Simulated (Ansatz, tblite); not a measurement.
Removing and adding an electron: N-butylpyridinium bromide, `CCCC[n+]1ccccc1.[Br-]`. Total charge 0; singlet. Geometry: r2SCAN-D4/def2-SVP. Ansatz, gas phase; energy differences of separate SCF runs; the oxidised species was run as a doublet alone; the reduced species was run as a doublet alone.

```csv
atom,x (Å),y (Å),z (Å)
C1,-0.284,2.502,-2.916
C2,0.120,2.359,-1.453
C3,0.069,0.911,-0.971
C4,0.497,0.788,0.488
N5,0.340,-0.571,1.028
C6,-0.699,-0.836,1.887
C7,-0.763,-2.136,2.467
C8,0.045,-3.142,2.001
C9,0.981,-2.869,0.966
C10,1.099,-1.582,0.509
H11,0.386,1.926,-3.575
H12,-0.252,3.552,-3.242
H13,-1.308,2.130,-3.079
H14,1.138,2.768,-1.303
H15,-0.550,2.970,-0.822
H16,0.723,0.285,-1.607
H17,-0.954,0.508,-1.062
H18,1.552,1.088,0.621
H19,-0.119,1.450,1.114
H20,-1.099,0.028,2.413
H21,-1.513,-2.306,3.241
H22,-0.028,-4.148,2.422
H23,1.619,-3.650,0.550
H24,1.819,-1.288,-0.257
Br25,-2.818,-0.738,0.581
```

The xTB rows come from tblite.

```json
{"level": "GFN2-xTB", "−HOMO (eV)": "9.23", "vertical IE (eV)": "12.30", "−LUMO (eV)": "7.62", "vertical EA (eV)": "4.92", "HOMO–LUMO gap (eV)": "1.61", "IE − EA (eV)": "7.38", "remarks": "–"}
{"level": "PBE-D4/def2-TZVP", "−HOMO (eV)": "4.95", "vertical IE (eV)": "7.52", "−LUMO (eV)": "2.50", "vertical EA (eV)": "0.16", "HOMO–LUMO gap (eV)": "2.45", "IE − EA (eV)": "7.36", "remarks": "HOMO above zero (-1 doublet)"}
{"level": "r2SCAN0-D4/def2-TZVP", "−HOMO (eV)": "5.97", "vertical IE (eV)": "7.51", "−LUMO (eV)": "1.69", "vertical EA (eV)": "0.28", "HOMO–LUMO gap (eV)": "4.28", "IE − EA (eV)": "7.23", "remarks": "HOMO above zero (-1 doublet)"}
```

Question: Estimate the rows for GFN1-xTB, PBE0-D4/def2-TZVP.

Answer: 
| level | −HOMO (eV) | vertical IE (eV) | −LUMO (eV) | vertical EA (eV) | HOMO–LUMO gap (eV) | IE − EA (eV) | remarks |
| --- | --- | --- | --- | --- | --- | --- | --- |
| GFN1-xTB | 9.41 | 12.65 | 7.89 | 5.05 | 1.52 | 7.60 | – |
| PBE0-D4/def2-TZVP | 5.83 | 7.52 | 1.73 | 0.23 | 4.10 | 7.29 | HOMO above zero (-1 doublet) |

Relaxing the reduced species (r2SCAN-D4/def2-SVP) changes its energy by -1.17 eV at PBE-D4/def2-TZVP, so the adiabatic electron affinity to this nearest minimum is 1.33 eV. On the way the bond C6–Br25 breaks. At PBE0-D4/def2-TZVP it is 1.50 eV. The highest occupied level of the relaxed charge -1 doublet lies above zero (up to 0.75 eV). By energy differences its removal costs 1.33 eV (each at its own geometry, to the charge 0 singlet, at PBE-D4/def2-TZVP); self-interaction error and the lack of diffuse functions both raise the level.     A HOMO above zero means that the electron is unbound at that level or that self-interaction error raises the level; the energy of removing that electron tells which. Raw xTB energy differences between charge states are shifted by several eV; the methods need an empirical correction for them. Sets without diffuse functions give affinities that are too small.
